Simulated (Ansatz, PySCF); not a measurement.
Here is a job for PySCF.
```python
from pyscf import gto, scf, dft

mol = gto.Mole()
mol.atom = '''
    Sb    0.252956    0.065450    0.313855
    C     0.539798    0.019242   -1.835430
    H     0.496103   -1.020155   -2.157190
    H     1.506764    0.438301   -2.101796
    H    -0.260655    0.578732   -2.316465
    C    -1.869240   -0.363222    0.185924
    H    -2.029907   -1.171392   -0.525551
    H    -2.371777    0.534843   -0.170054
    H    -2.264616   -0.634387    1.161491
'''
mol.basis = 'def2-svpd'
mol.ecp = {'Sb': 'def2-svpd'}
mol.charge = 1
mol.spin = 0
mol.verbose = 4
mol.build()

mf = dft.RKS(mol)
mf.xc = 'b3lyp5'
mf.grids.atom_grid = (99, 590)
mf.grids.prune = None
mf.kernel()
```

**Question.** Write the same job for Ansatz (a program for electronic structure).

**Answer.** One answer among several that fit: 
Ansatz 0.2 input:
```yaml
crystal:
  periodic: [false, false, false]
  atoms:
    - {symbol: Sb, position_ang: [0.25295567, 0.06544978, 0.31385498]}
    - {symbol: C, position_ang: [0.53979830, 0.01924174, -1.83543025]}
    - {symbol: H, position_ang: [0.49610308, -1.02015495, -2.15718984]}
    - {symbol: H, position_ang: [1.50676376, 0.43830075, -2.10179639]}
    - {symbol: H, position_ang: [-0.26065549, 0.57873176, -2.31646546]}
    - {symbol: C, position_ang: [-1.86924020, -0.36322167, 0.18592401]}
    - {symbol: H, position_ang: [-2.02990652, -1.17139200, -0.52555142]}
    - {symbol: H, position_ang: [-2.37177718, 0.53484285, -0.17005449]}
    - {symbol: H, position_ang: [-2.26461561, -0.63438742, 1.16149102]}
basis:
  gaussian:
    orbitals: def2-SVPD
hamiltonian:
  xc: b3lyp5
total_charge: 1
accuracy: high
```

Both were run: PySCF gave -319.647834 Eh and Ansatz -319.647835 Eh, 0.000 mEh apart.
